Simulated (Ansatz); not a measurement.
One change: `N=C1OB1[SiH3]` becomes `N=C1OB1N`.

Ansatz, PBE0-D4/def2-TZVP geometries, multiplicity 1. Each molecule was computed in one conformer, which needn't be the lowest.

| property | `N=C1OB1[SiH3]` |
| --- | --- |
| LUMO energy (PBE/def2-TZVPP) / eV | -2.99 |
| HOMO energy (ωB97M-V/def2-TZVPP) / eV | -9.76 |
| LUMO energy (ωB97M-V/def2-TZVPP) / eV | 0.06 |
| HOMO–LUMO gap (PBE/def2-TZVPP) / eV | 3.15 |
| ideal-gas entropy at 298 K and 1 bar (rigid rotor, harmonic PBE0-D4/def2-TZVP) / J/(mol·K) | 333 |
| HOMO energy (B3LYP/def2-TZVPP) / eV | -7.30 |

(1) Give the same properties after the change, and the shifts. (An estimate is asked.)

Answers

(1) Ansatz gave: 
| property | `N=C1OB1N` | shift |
| --- | --- | --- |
| LUMO energy (PBE/def2-TZVPP) / eV | -1.39 | 1.60 |
| HOMO energy (ωB97M-V/def2-TZVPP) / eV | -9.66 | 0.10 |
| LUMO energy (ωB97M-V/def2-TZVPP) / eV | 1.60 | 1.54 |
| HOMO–LUMO gap (PBE/def2-TZVPP) / eV | 4.51 | 1.36 |
| ideal-gas entropy at 298 K and 1 bar (rigid rotor, harmonic PBE0-D4/def2-TZVP) / J/(mol·K) | 294 | -39 |
| HOMO energy (B3LYP/def2-TZVPP) / eV | -7.13 | 0.17 |

With PBE0 the HOMO rises by 0.17 eV and the LUMO rises by 1.66 eV, so the gap widens by about 1.49 eV. PBE moves the HOMO by 0.25 eV and ωB97M-V by 0.10 eV. The zero-point energy changes by 7.4 kJ/mol with -3 modes. Modes under 60 cm⁻¹, often nearly free rotors, make the harmonic entropy too high.

B3LYP here is the variant with VWN-RPA as its local correlation; programs differ in this.
